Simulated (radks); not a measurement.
The numbers below are computed, except where a source is named.
Ionisation of the krypton ion Kr2+, [Ar] 3d10 4s2 4p4, to Kr3+, [Ar] 3d10 4s2 4p3, under several functionals. Dirac Kohn-Sham, spin-unpolarised, spherical densities, point nucleus; open shells are shared between the two j in proportion to 2j + 1; a radial shooting solver on a logarithmic mesh with Libxc functionals.

| functional | E(Kr2+) (hartree) | Exc (hartree) | IE (eV) | -e(HOMO) (eV) | <r> HOMO (bohr) | IE error (eV) |
|---|---|---|---|---|---|---|
| PW91 | -2789.58928 | -96.38873 | 37.167 | 30.787 | 1.747 | +1.329 |
| BLYP | -2789.48929 | -96.27839 | 36.941 | 30.554 | 1.752 | +1.103 |
| Wu-Cohen GGA | -2788.49107 | -95.27379 | 37.133 | 30.745 | 1.744 | +1.295 |
| PBEsol | -2787.24216 | -94.00118 | 37.099 | 30.720 | 1.746 | +1.261 |
| PBE | -2789.02882 | -95.81697 | 37.084 | 30.714 | 1.748 | +1.246 |
| exchange-only LDA | -2782.42088 | -89.10642 | 35.805 | 29.435 | 1.757 | -0.033 |
| revPBE | -2789.20935 | -96.00236 | 37.045 | 30.680 | 1.748 | +1.207 |
| LDA (Slater exchange, Perdew-Zunger correlation) | -2785.59290 | -92.32515 | 37.283 | 30.884 | 1.746 | +1.445 |

NIST Atomic Spectra Database: 35.84 eV (measured). Closest: exchange-only LDA. The Delta-SCF values span 1.48 eV, the total energies 7.17 hartree. The highest occupied level is 4p3/2. Spin polarisation and multiplet splitting are left out, so open shells lie too high by an amount that depends on their filling. Sharing an open shell by 2j + 1 raises it above the true ground level by a part of the spin-orbit splitting, which enters the differences from NIST.

Beside tabulated values, note that spin-unpolarised runs miss the spin-polarisation part of the exchange energy of open shells.
